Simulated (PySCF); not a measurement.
Bismuth: a sound run and one with changed settings

Sound run: Bi⁺ [Xe] 4f14 5d10 6s2 6p2, Bi²⁺ [Xe] 4f14 5d10 6s2 6p1. All numbers are calculated (PySCF 2.14, scalar relativity through the core potential, in cc-pVDZ-PP with ECP60MDF (4s3p2d, 23 functions)). The sound run starts from symmetry-adapted Hartree-Fock orbitals and uses a fine grid where one is needed.

A second run was set up differently.

```csv
species,method,sound run (hartree),changed run (hartree),converged
Bi⁺,UHF,-213.28824,-213.28599,no
Bi⁺,PBE0,-214.29530,-214.29395,no
Bi⁺,M06-L,-214.41126,-214.40962,no
Bi²⁺,UHF,-212.72571,-212.72262,no
Bi²⁺,PBE0,-213.71372,-213.71114,no
Bi²⁺,M06-L,-213.85057,-213.84756,no
```

Problem. What was changed?
A. a valence shell is frozen
B. too few SCF iterations
C. all electrons correlated in a valence basis
D. minimal basis

Solution. B. It used initial guess atom, at most 2 SCF cycles. The SCF was stopped early; the energies are upper bounds that still move, and correlated levels were skipped or rest on poor orbitals.
